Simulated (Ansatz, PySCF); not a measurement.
Al(AsH2)(F)(OH) (AlAsFH₃O), SMILES [OH][Al]([F])[AsH2].

Coordinates come from a PBE-D3(BJ)/def2-SVP optimisation. The structure was generated by enumeration; whether it is a known compound was not checked. One conformer was computed; it need not be the lowest.

Vertical ionisation energy (IE) and electron affinity (EA) in eV. Rows of orbital energies are one-electron estimates. Where ΔSCF, EOM or ADC give a negative EA the extra electron is unbound and the value depends on the basis.

| level | IE | EA |
|---|---|---|
| −ε(HOMO), −ε(LUMO), PBE0/def2-TZVP (PySCF) | 7.82 | 0.80 |
| −ε(HOMO), −ε(LUMO), PBE/def2-TZVP (PySCF) | 6.76 | 1.59 |
| ΔSCF, PBE0/def2-SVPD (Ansatz), final states of multiplicity 2 and 2 | ? | ? |
| ΔSCF, PBE/def2-SVPD (Ansatz), final states of multiplicity 2 and 2 | 9.91 | -0.10 |

Question: Complete the blanks. (The exact figures need the calculation; the answer reports its results.)

Answer: 
- ΔSCF, PBE0/def2-SVPD (Ansatz, an electronic-structure program), final states of multiplicity 2 and 2, IE: 10.07
- ΔSCF, PBE0/def2-SVPD (Ansatz), final states of multiplicity 2 and 2, EA: -0.23

Question: What vertical singlet–triplet gap does ΔSCF give with PBE0/def2-SVPD (Ansatz) and with PBE/def2-SVPD (Ansatz)? (Estimate from the structure and the level; the computed values follow.)

Answer: 5.08 and 4.94 eV (triplet above singlet where positive).
